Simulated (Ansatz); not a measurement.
System: NaO, charge 0, multiplicity 2. 
Structure (B3LYP-D3(BJ)/def2-TZVP (Ansatz, a first-principles code) minimum search):
```xyz
2

Na     0.0000     0.0000    -0.8640
O      0.0000     0.0000     1.1879
```
Charge 0, spin multiplicity 2.

Basis-set convergence of Hartree-Fock and CCSD(T) correlation energies (hartree) with Ansatz. Cores are frozen in the correlated levels unless marked. Open shells are spin-unrestricted. Spin-orbit coupling is left out. No relativistic terms.

```csv
basis,functions,E(HF),"E(corr, CCSD(T))"
def2-SVPD,41,-236.55523,-0.18118
def2-TZVPPD,75,-236.70113,-0.22485
def2-QZVPPD,124,-236.71034,-0.24181
```

Extrapolating the two largest sets (X = 3 and 4) as X^-3: E(corr) = (64·(-0.24181) - 27·(-0.22485))/37 = -0.2542 Eh, an estimate of the basis-set limit. The largest set recovers 95.1 % of it, the smallest 71.3 %.
